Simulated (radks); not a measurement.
Results of a calculation; reference values are marked as such.
How relativity changes the ionisation of the tellurium ion Te17+ ([Ar] 3d10 4s2 4p5) to Te18+ ([Ar] 3d10 4s2 4p4). Spin-unpolarised spherical Kohn-Sham, PBE, point nucleus unless stated (finite: rms radius 4.7423 fm), a radial shooting solver on a logarithmic mesh with Libxc functionals. A level marked "c x" has the speed of light scaled by that factor and shares open shells by 2j + 1; other Dirac levels either fill j = l - 1/2 first or share by 2j + 1.

level                               E(Te17+) (hartree)  E(Te18+) (hartree)  IE (eV)   HOMO  <r> HOMO (bohr)
non-rel.                                   -6501.88316         -6483.79089   492.32     4p           0.7361
scalar-rel.                                -6682.78140         -6664.49788   497.52     4p           0.7269
scalar-rel., finite nucleus                -6682.57263         -6664.28906   497.52     4p           0.7269
Dirac, 2j+1 shares                         -6685.10192         -6666.80724   497.82  4p3/2           0.7325
Dirac, low j first                         -6685.26059         -6667.13379   493.26  4p3/2           0.7326
Dirac, 2j+1 shares, finite nucleus         -6684.89245         -6666.59772   497.82  4p3/2           0.7325
Dirac, c x 1.5                             -6580.05193         -6561.87206   494.70  4p3/2           0.7345
Dirac, c x 2                               -6545.25572         -6527.11461   493.64  4p3/2           0.7352
Dirac, c x 5                               -6508.72331         -6490.62329   492.53  4p3/2           0.7359

NIST Atomic Spectra Database: 491 eV (theoretical). The relativistic part of the total energy of Te17+ is -183 hartree (Dirac, 2j+1 shares, finite nucleus), 2.8 % of the non-relativistic value. Spin polarisation and multiplet splitting of open shells are left out at every level.

Beside tabulated values, note that relativity, absent from the non-relativistic runs, is large for the heavy elements, and spin-unpolarised runs miss the spin-polarisation part of the exchange energy of open shells.
